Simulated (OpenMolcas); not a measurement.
# Fe4+: from CASSCF to CASPT2

| Quantity | Value |
| --- | --- |
| Program | OpenMolcas 26.06 |
| Basis | ANO-RCC-VQZP [7s6p4d3f2g1h] |
| Scalar Hamiltonian | DKH2, point nucleus |
| Active space | 4 electrons in 10 orbitals (3d 4d) |
| State averaging | 2S+1 = 5 even, 5 roots; 2S+1 = 3 even, 45 roots; 2S+1 = 1 even, 44 roots |
| Spin-orbit coupling | RASSI with atomic mean-field integrals over the reference wave functions, term energies averaged over their components |

Methods on the same reference wave functions:
A. CASSCF
B. SS-CASPT2, IPEA 0.25 Eh, imaginary shift 0.1 Eh (closed shells correlated: 3s 3p)
C. MS-CASPT2, IPEA 0.25 Eh, imaginary shift 0.1 Eh (closed shells correlated: 3s 3p)

Energies in cm-1 above 3d4 5D0, the measured ground level; measured values from Corliss and Sugar, J. Phys. Chem. Ref. Data 11, 135 (1982).

| Level | A | B | C | Measured |
| --- | --- | --- | --- | --- |
| 3d4 5D0 | 0.0 | 0.0 | 0.0 | 0.0 |
| 3d4 5D1 | 147 | 149 | 149 | 142 |
| 3d4 5D2 | 432 | 436 | 436 | 417 |
| 3d4 5D3 | 843 | 848 | 849 | 803 |
| 3d4 5D4 | 1366 | 1370 | 1370 | 1283 |
| 3d4 3H4 | 26590 | 25280 | 25280 | 24932 |
| 3d4 3H5 | 26913 | 25620 | 25620 | 25226 |
| 3d4 3H6 | 27270 | 25990 | 25990 | 25528 |
| 3d4 3P0(1) | 28378 | 24560 | 24560 | 24055 |
| 3d4 3P1(1) | 29241 | 25450 | 25450 | 24973 |
| 3d4 3F2(1) | 30630 | 27290 | 27290 | 26761 |
| 3d4 3F3(1) | 30718 | 27390 | 27390 | 26842 |
| 3d4 3P2(1) | 30759 | 26960 | 26960 | 26468 |
| 3d4 3F4(1) | 30887 | 27570 | 27570 | 26974 |
| 3d4 3G3 | 33552 | 30430 | 30430 | 29817 |
| 3d4 3G4 | 33932 | 30810 | 30810 | 30147 |
| 3d4 3G5 | 34236 | 31140 | 31140 | 30430 |
| 3d4 1I6 | 40170 | 38360 | 38360 | 37512 |
| 3d4 1G4(1) | 42322 | 37870 | 37870 | 36586 |
| 3d4 3D3 | 43421 | 37570 | 37570 | 36630 |
| 3d4 3D2 | 43528 | 37690 | 37690 | 36758 |
| 3d4 3D1 | 43654 | 37800 | 37800 | 36925 |
| 3d4 1S0 | 49128 | 40900 | 40900 | 39633 |
| 3d4 1D2 | 52527 | 47870 | 47880 | 46291 |

Deviations, from unrounded energies. A percentage is the sum of absolute deviations over the sum of measured energies, with the sign that they share, or ± where signs differ.

```tsv
Against measurement	Levels	A	B	C
mean absolute deviation (cm-1)	23	3700	620	620
fine structure of the ground term (%)	4	+5.4	+6.0	+6.0
other terms of the ground configuration (%)	19	+14.4	+2.4	+2.4
```

B, C lie about equally close to measurement and A furthest from it. The largest miss of C in the table is 3d4 1D2, by +1600 cm-1. The ranking rests on the paired levels alone, and a cruder setting can come out closer through cancelling errors.

Between B and C no level of the table moves by more than 5 cm-1.

The two smallest mean deviations differ by little beside CASPT2's spread within terms, so their order carries little weight.

From A to B the spin-free energies of the other terms of 3d4 shown, above 5D, scale by factors of 0.83 to 0.95, as is usual when dynamic correlation screens the repulsion within a d or f shell.

The lowest spin-free term lies below A's lowest term by 0.379 hartree in B, 0.379 hartree in C.

CASPT2 does not keep the components of a term degenerate, so their means are used; among the terms shown or strongly mixed into the levels shown the widest spread is 1300 cm-1 (3d4 1I, C). Active for correlation alone: 4d; no level in the range computed is led by a configuration that fills it, so any true level of that kind is missing. The CASPT2 spread within a term exceeds the gap to the next term for 3d4 3D and 3d4 1G(1), so the order of their levels is uncertain (figures for B; the like holds for C). Without dynamic correlation excited terms often stand tens of per cent too high (terms of higher spin than the ground term too low), and those without a measured partner can miss by more than the paired ones (holds for A). Measured partners are found by configuration, term and J. A level has none where our copy of the source lacks it or the pairing is in doubt (some pairs that miss far off the trend of their configuration count as doubtful), and it then counts in no deviation. Only configurations of the active space appear. Levels that lie high or do not pair safely by name in every column are left out.

A number in round brackets counts repeated terms of one configuration in the order of the reference energies.
